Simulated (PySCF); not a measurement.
## Working out the ionisation energy of Cs¹³⁺

Cs¹³⁺ [Kr] 4d6 (5D) → Cs¹⁴⁺ [Kr] 4d5 (6S). Computed with PySCF 2.14 in an even-tempered Gaussian basis (21 s from 0.53 bohr⁻², ratio 2.5; 15 p from 0.68 bohr⁻², ratio 2.5; 10 d from 0.68 bohr⁻², ratio 2.5; 4 f from 3.9 bohr⁻², ratio 2.7; 4 g from 5.9 bohr⁻², ratio 2.7), with the spin-free X2C one-electron Hamiltonian (Gaussian nucleus). Frozen: [Ar] 3d10; the 48 highest virtual orbitals dropped. Energies in hartree (1 hartree = 27.21139 eV):

```
             part  Cs¹³⁺ (lower)  Cs¹⁴⁺ (upper)
              UHF   -7726.552781   -7714.946355
MP2 opposite-spin      -0.312881      -0.284113
    MP2 same-spin      -0.140783      -0.136202
```

Problem. What does Hartree-Fock give?

Solution. (-7714.946355) − (-7726.552781) = 11.606426 hartree = 315.827 eV.

Problem. What do MP2 and SCS-MP2 (6/5 opposite-spin, 1/3 same-spin) give?

Solution. The opposite-spin parts differ by 0.783 eV and the same-spin parts by 0.125 eV. MP2: 315.827 + (0.783) + (0.125) = 316.735 eV. SCS-MP2: 315.827 + 1.2 × (0.783) + (0.125)/3 = 316.808 eV.

Reference: 316 ± 3 eV (theoretical estimate listed by NIST; NIST Atomic Spectra Database, ionization energies), between the lowest levels; spin-orbit coupling is absent from the calculation.

What remains against the reference includes basis incompleteness, the frozen core and correlation beyond second order.
